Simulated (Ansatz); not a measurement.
Geometry optimisation, Ansatz, RKS B3LYP-D4/STO-3G.

input.yaml

```yaml
crystal:
  periodic: [false, false, false]
  atoms:
    - { symbol: C, position_ang: [0.7884, 1.357, 2.2572] }
    - { symbol: Al, position_ang: [1.3742, 1.0014, 0.4022] }
    - { symbol: Si, position_ang: [-0.1219, -0.0195, -1.1423] }
    - { symbol: C, position_ang: [0.6943, -1.6476, -1.6784] }
    - { symbol: F, position_ang: [-0.303, 0.9721, -2.486] }
    - { symbol: Si, position_ang: [-2.0511, -0.3425, -0.121] }
    - { symbol: H, position_ang: [0.4606, 0.4593, 2.7434] }
    - { symbol: H, position_ang: [-0.0906, 2.1064, 2.1858] }
    - { symbol: H, position_ang: [1.5602, 1.8951, 2.8685] }
    - { symbol: H, position_ang: [2.8726, 1.371, -0.007] }
    - { symbol: H, position_ang: [0.88042, -2.26194, -0.88248] }
    - { symbol: H, position_ang: [1.65357, -1.3354, -2.19431] }
    - { symbol: H, position_ang: [0.08193, -2.05415, -2.4718] }
    - { symbol: H, position_ang: [-3.0059, -0.9903, -1.0422] }
    - { symbol: H, position_ang: [-2.6007, 0.9184, 0.322] }
    - { symbol: H, position_ang: [-1.8416, -1.1913, 1.0686] }
basis:
  gaussian: { orbitals: STO-3G }
hamiltonian:
  xc: b3lyp
  dispersion: d4
relax:
  f_tol: 0.015
  max_steps: 40
```

Run as:

```bash
$ ansatz run input.yaml --threads 1 --pin off --max-ram 2048MiB --backend cpu --events-out ev --progress --plain --runs-dir out
```

Task: Where does it end, and by what steps?

Result: The run converged. The force dipped under the threshold on the way, but the program's further checks kept it going. Limits of this set-up: minimal basis. After 37 steps the energy has fallen by 0.690 eV; H10 moved furthest, 1.80 Å.

```json
{"step": "0", "energy less start (eV)": "0.0000", "largest force component (eV/Å)": "4.134", "accepted": "yes"}
{"step": "2", "energy less start (eV)": "-0.6281", "largest force component (eV/Å)": "0.992", "accepted": "yes"}
{"step": "4", "energy less start (eV)": "-0.6694", "largest force component (eV/Å)": "0.115", "accepted": "yes"}
{"step": "6", "energy less start (eV)": "-0.6755", "largest force component (eV/Å)": "0.018", "accepted": "yes"}
{"step": "8", "energy less start (eV)": "-0.6770", "largest force component (eV/Å)": "0.040", "accepted": "yes"}
{"step": "10", "energy less start (eV)": "-0.6783", "largest force component (eV/Å)": "0.082", "accepted": "yes"}
{"step": "12", "energy less start (eV)": "-0.6800", "largest force component (eV/Å)": "0.066", "accepted": "yes"}
{"step": "14", "energy less start (eV)": "-0.6820", "largest force component (eV/Å)": "0.115", "accepted": "yes"}
{"step": "16", "energy less start (eV)": "-0.6838", "largest force component (eV/Å)": "0.088", "accepted": "yes"}
{"step": "18", "energy less start (eV)": "-0.6855", "largest force component (eV/Å)": "0.074", "accepted": "yes"}
{"step": "20", "energy less start (eV)": "-0.6868", "largest force component (eV/Å)": "0.036", "accepted": "yes"}
{"step": "22", "energy less start (eV)": "-0.6878", "largest force component (eV/Å)": "0.073", "accepted": "yes"}
{"step": "24", "energy less start (eV)": "-0.6885", "largest force component (eV/Å)": "0.041", "accepted": "yes"}
{"step": "26", "energy less start (eV)": "-0.6888", "largest force component (eV/Å)": "0.097", "accepted": "no"}
{"step": "28", "energy less start (eV)": "-0.6892", "largest force component (eV/Å)": "0.071", "accepted": "yes"}
{"step": "30", "energy less start (eV)": "-0.6891", "largest force component (eV/Å)": "0.057", "accepted": "no"}
{"step": "32", "energy less start (eV)": "-0.6895", "largest force component (eV/Å)": "0.016", "accepted": "yes"}
{"step": "34", "energy less start (eV)": "-0.6897", "largest force component (eV/Å)": "0.040", "accepted": "yes"}
{"step": "36", "energy less start (eV)": "-0.6898", "largest force component (eV/Å)": "0.009", "accepted": "yes"}
{"step": "37", "energy less start (eV)": "-0.6898", "largest force component (eV/Å)": "0.008", "accepted": "yes"}
```

```xyz
16
Properties=species:S:1:pos:R:3
C 1.216 0.986 2.160
Al 1.088 1.489 0.315
Si -0.098 0.136 -1.144
C 0.699 -1.588 -1.236
F -0.113 0.717 -2.706
Si -2.252 -0.212 -0.475
H 0.846 -0.026 2.369
H 0.638 1.673 2.794
H 2.252 1.033 2.524
H 1.740 2.770 -0.127
H 0.705 -2.069 -0.248
H 1.740 -1.542 -1.584
H 0.157 -2.254 -1.921
H -3.020 -1.006 -1.409
H -2.966 1.032 -0.286
H -2.282 -0.900 0.797
```

The run took 5 min on 1 thread of Arm Neoverse N1, on a shared host, peak memory 0.16 GiB.
